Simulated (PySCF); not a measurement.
Si(OH)3(SiH3) (H6O3Si2), SMILES O[Si]([SiH3])(O)O. Geometry optimised at PBE-D3(BJ)/def2-SVP. One conformer was computed; it need not be the lowest.

Q: Give the equilibrium geometry at PBE-D3(BJ)/def2-SVP (PySCF confirms it by a frequency run) as a Z-matrix, and its point group. (An estimate is asked for; the answer gives what the named calculation found.)

A: This is not unique; one that fits is point group C3.
```
Si
O 1 1.6703
H 2 0.9730 1 115.43
O 1 1.6703 2 108.09 3 59.04
H 4 0.9730 1 115.43 2 175.80
O 1 1.6703 2 108.09 3 175.80
H 6 0.9730 1 115.43 2 59.04
Si 1 2.3524 2 110.82 3 -62.58
H 8 1.5079 1 111.16 2 54.96
H 8 1.5079 9 107.73 1 -122.02
H 8 1.5079 9 107.73 10 -115.96
```
